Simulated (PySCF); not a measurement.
# Assigning NMR signals

Molfile (atoms numbered from 1):
```
CH13NOSi4
     RDKit          3D

 20 19  0  0  0  0  0  0  0  0999 V2000
   -1.7225    2.2972    0.3061 C   0  0  0  0  0  0  0  0  0  0  0  0
   -1.3681    1.1524    1.0301 O   0  0  0  0  0  0  0  0  0  0  0  0
   -0.3377   -0.0199    0.4052 Si  0  0  0  0  0  4  0  0  0  0  0  0
   -1.1009   -0.9139   -1.6398 Si  0  0  0  0  0  4  0  0  0  0  0  0
   -0.2316   -1.7390    1.9887 Si  0  0  0  0  0  4  0  0  0  0  0  0
    1.8358    0.7280   -0.1004 Si  0  0  0  0  0  4  0  0  0  0  0  0
    2.4958   -0.6229   -0.9779 N   0  0  0  0  0  0  0  0  0  0  0  0
   -2.3938    2.9133    0.9235 H   0  0  0  0  0  0  0  0  0  0  0  0
   -0.8428    2.9129    0.0388 H   0  0  0  0  0  0  0  0  0  0  0  0
   -2.2556    2.0481   -0.6315 H   0  0  0  0  0  0  0  0  0  0  0  0
   -2.5779   -1.1603   -1.5933 H   0  0  0  0  0  0  0  0  0  0  0  0
   -0.8150    0.0055   -2.7853 H   0  0  0  0  0  0  0  0  0  0  0  0
   -0.4151   -2.2195   -1.8880 H   0  0  0  0  0  0  0  0  0  0  0  0
   -1.5458   -2.4322    2.1539 H   0  0  0  0  0  0  0  0  0  0  0  0
    0.2254   -1.2257    3.3164 H   0  0  0  0  0  0  0  0  0  0  0  0
    0.7717   -2.7409    1.4999 H   0  0  0  0  0  0  0  0  0  0  0  0
    1.8082    1.8943   -1.0393 H   0  0  0  0  0  0  0  0  0  0  0  0
    2.5984    1.1783    1.1156 H   0  0  0  0  0  0  0  0  0  0  0  0
    2.4906   -1.5427   -0.5497 H   0  0  0  0  0  0  0  0  0  0  0  0
    3.3300   -0.5003   -1.5419 H   0  0  0  0  0  0  0  0  0  0  0  0
  1  2  1  0
  2  3  1  0
  3  4  1  0
  3  5  1  0
  3  6  1  0
  6  7  1  0
  1  8  1  0
  1  9  1  0
  1 10  1  0
  4 11  1  0
  4 12  1  0
  4 13  1  0
  5 14  1  0
  5 15  1  0
  5 16  1  0
  6 17  1  0
  6 18  1  0
  7 19  1  0
  7 20  1  0
M  END
```

[PySCF: shielding tensors at PBE0/pcSseg-1 (GIAO); geometry: PBE0-D3(BJ)/def2-SVP; fast rotation and ring inversion assumed for equivalent nuclei; one computed conformer; no solvent; relativity neglected]

Referencing at the same level of theory: $^{1}$H (σ = 31.27 ppm) against TMS.

Q: Assign these signals to the numbered atoms. $^{1}$H NMR (400 MHz, computed): δ 5.10 (s, 2H), 3.68 (s, 6H), 3.38 (s, 3H), -0.47 (br s, 2H).

A: 
5.10 → H17/H18, hydrogen on a silicon bonded to N, Si
3.68 → H11/H12/H13/H14/H15/H16, hydrogen on a silicon bonded to Si
3.38 → H8/H9/H10, hydrogen on a methyl carbon bonded to O: its carbon carries O, an electronegative neighbour
-0.47 → H19/H20, hydrogen on a nitrogen bonded to Si: exchangeable, gas-phase position

The OH or NH signal is concentration- and solvent-dependent in practice; the value given is the gas-phase one. No couplings were computed; multiplicities are counted from neighbouring protons, with m where these are inequivalent, close in shift, in a saturated or five-membered ring or joined by F or P, and br s for small geminal =CH2 splittings.
